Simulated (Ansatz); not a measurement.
Consider the redistribution: `[CH3][AlH][O][SiH2]O` + `[CH3][Ta]([NH2])(=[O])[F]` → `[CH3][AlH][O][SiH2]C` + `[NH2][Ta](=[O])([OH])[F]`.

Calculated with Ansatz (gas phase, PBE0-D4/def2-TZVP geometries, no zero-point term in ΔE). CCSD(T)/CBS adds triple-zeta CCSD(T) − MP2 to the extrapolated MP2 energy (def2 sets, frozen cores). DFT in def2-TZVPP. def2 core potentials past Kr. For Ta outer-core shells are correlated without core-valence functions, which leaves a few kJ/mol of doubt a bond. Each species was taken in one conformer, which may not be the lowest.

```
             level  ΔE (kJ/mol)
            PBE-D4        -46.3
CCSD(T)/def2-TZVPP        -36.9
    MP2/def2-QZVPP        -35.3
     MP2/CBS(def2)        -35.6
```

Problem. What does CCSD(T)/CBS give? (An estimate is asked.)

Solution. The calculation gave: -36.2 kJ/mol. The listed levels differ from it by -10.1, -0.7, 0.9, 0.6 kJ/mol.

Largest T1 diagnostic among the species: 0.020.
